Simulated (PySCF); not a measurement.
Structure with atom numbers: `[CH3:1][O:2][C@@:3]1([C:4]#[N:5])[O:6][C@H:7]1[C:8]([F:9])([F:10])[F:11]`. Hydrogens are named by the atom that carries them.

Level of theory: coordinates at the GFN2-xTB level, NMR shieldings at PBE0/pcSseg-1/GIAO, in PySCF 2.14.0 with density-fitted response routines (isolated molecule, rapidly exchanging positions averaged, no relativistic terms, one conformer).

Scale: $^{13}$C (σ = 186.93 ppm), $^{1}$H (σ = 31.72 ppm) against TMS; $^{17}$O (σ = 336.08 ppm) vs H2O; $^{15}$N (σ = 267.73 ppm) against NH3; $^{19}$F (σ = 170.95 ppm) against CFCl3 (reference shieldings calculated alike).

```json
{"atoms": "C4", "nucleus": "$^{13}$C", "count": "1", "Hirshfeld charge": "0.08", "δ (ppm)": "117.6"}
{"atoms": "C1", "nucleus": "$^{13}$C", "count": "1", "Hirshfeld charge": "-0.03", "δ (ppm)": "56.8"}
{"atoms": "H(C7)", "nucleus": "$^{1}$H", "count": "1", "Hirshfeld charge": "0.07", "δ (ppm)": "?"}
{"atoms": "C8", "nucleus": "$^{13}$C", "count": "1", "Hirshfeld charge": "0.26", "δ (ppm)": "?"}
{"atoms": "N5", "nucleus": "$^{15}$N", "count": "1", "Hirshfeld charge": "-0.18", "δ (ppm)": "313.0"}
{"atoms": "C3", "nucleus": "$^{13}$C", "count": "1", "Hirshfeld charge": "0.15", "δ (ppm)": "?"}
{"atoms": "O2", "nucleus": "$^{17}$O", "count": "1", "Hirshfeld charge": "-0.12", "δ (ppm)": "60.7"}
{"atoms": "C7", "nucleus": "$^{13}$C", "count": "1", "Hirshfeld charge": "0.01", "δ (ppm)": "61.6"}
{"atoms": "O6", "nucleus": "$^{17}$O", "count": "1", "Hirshfeld charge": "-0.13", "δ (ppm)": "99.2"}
{"atoms": "H(C1)", "nucleus": "$^{1}$H", "count": "3", "Hirshfeld charge": "0.05", "δ (ppm)": "3.83"}
{"atoms": "F9/F10/F11", "nucleus": "$^{19}$F", "count": "3", "Hirshfeld charge": "-0.09", "δ (ppm)": "-83.1"}
```

Fill in the missing shifts.

## Answers


- C8: 130.7 ppm, CF3 carbon; 3 electronegative neighbours deshield it
- C3: 69.9 ppm, epoxide ring carbon; 2 electronegative neighbours deshield it
- H(C7): 3.33 ppm, hydrogen on an epoxide ring carbon; its carbon carries O, hence the downfield position

Shifts are as computed. Against solution values, carbons near 30 ppm lie about +3 ppm off and those near 130 ppm about +5 ppm. Of 1211 compounds with measured shifts, 218 miss one by over three times the rms of a fit or turn the order of signals round; such compounds aren't used in these exercises. Unscaled 19F shifts against computed CFCl3 carry errors that often reach 10 to 50 ppm. Experimental scales use liquid or dissolved standards, which lie at an offset from isolated NH3 (liquid NH3: subtract about 20 ppm) and H2O (liquid H2O: subtract about 36 ppm). Unscaled 15N shifts of sp2 nitrogen come out 20 to 40 ppm too high even then.
